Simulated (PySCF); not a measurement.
From computed data to an observable: dipole moment from atomic charges

Si(Cl)2(H)(SH) (Cl₂H₂SSi), SMILES Cl[SiH](S)Cl. Atoms are numbered in the order given.

```xyz
6

Si    -0.0664     0.0128     0.5133
S      1.8117    -0.8023    -0.0657
Cl    -0.3032     1.9439    -0.1733
Cl    -1.4795    -1.2124    -0.3367
H     -0.2693     0.0500     1.9791
H      2.5169     0.1722     0.5561
```
Charge 0, spin multiplicity 1.

Geometry optimised at r2SCAN-D4/def2-SVP. Other conformers were not sampled.

Charges (e) from ωB97X/def2-TZVPD run with PySCF:

```csv
atom,IAO,ESP fit
Si1,0.938,-0.033
S2,-0.290,-0.170
Cl3,-0.317,-0.063
Cl4,-0.307,-0.005
H5,-0.131,0.072
H6,0.107,0.200
```

The dipole moment of the full density is 1.56 D.

Q: What dipole moment does each set of point charges give, and which comes closer to that of the density?

A: 
μ = Σ q r, and 1 e Å = 4.8032 D.
IAO: Σ q r = (0.267, 0.013, 0.459) e Å, |μ| = 2.55 D.
ESP fit: Σ q r = (0.205, 0.058, 0.261) e Å, |μ| = 1.62 D.
ESP fit comes closer in size. Point charges leave out the atoms' own dipoles (lone pairs, polarised bonds); fits to the potential absorb them, partitions of the density don't.
